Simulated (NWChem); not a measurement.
# C₄H₆ClF; SMILES C[C@H]1C[C@]1(F)Cl

Results from NWChem. Pople sets run with spherical d functions. Geometry: optimised at PBE0/def2-SVP. Ions are spin-unrestricted doublets at the neutral geometry; other ion states weren't tried.

| level | basis functions | vertical ionisation energy, ΔSCF (eV) | −ε(HOMO) (eV) | ΔSCF minus −ε(HOMO) (eV) | relative time |
|---|---|---|---|---|---|
| CAM-B3LYP/STO-3G | 40 | 8.56 | 6.94 | 1.62 | 1 |
| CAM-B3LYP/3-21G | 70 | 10.18 | 9.11 | 1.07 | 3 |
| CAM-B3LYP/6-31G* | 100 | 9.99 | 9.01 | 0.98 | 7 |
| CAM-B3LYP/6-31+G* | 124 | 10.19 | 9.28 | 0.91 | 20 |

The last column is a rough cost ratio, cheapest run = 1.
